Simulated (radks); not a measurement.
Cu, configuration [Ar] 3d10 4s1. Calculated with a radial shooting solver on a logarithmic mesh with Libxc functionals: Dirac Kohn-Sham, PBEsol, spin-unpolarised, spherical densities, finite nucleus; Fermi nuclear charge, rms radius 3.8823 fm.

Spin-orbit splittings of the eigenvalues, e(l+1/2) - e(l-1/2), with zeta = 2 splitting/(2l+1) and mean radii in bohr:

| shell | occ. | splitting (eV) | zeta (eV) | <r> j=l-1/2 | <r> j=l+1/2 |
|---|---|---|---|---|---|
| 2p | 6 | 20.47 | 13.64 | 0.2042 | 0.2076 |
| 3p | 6 | 2.583 | 1.722 | 0.7426 | 0.7535 |
| 3d | 10 | ? | ? | 1.039 | 1.052 |

Estimate the 3d splitting.

Answer. 0.2703 eV (zeta = 0.1081 eV).
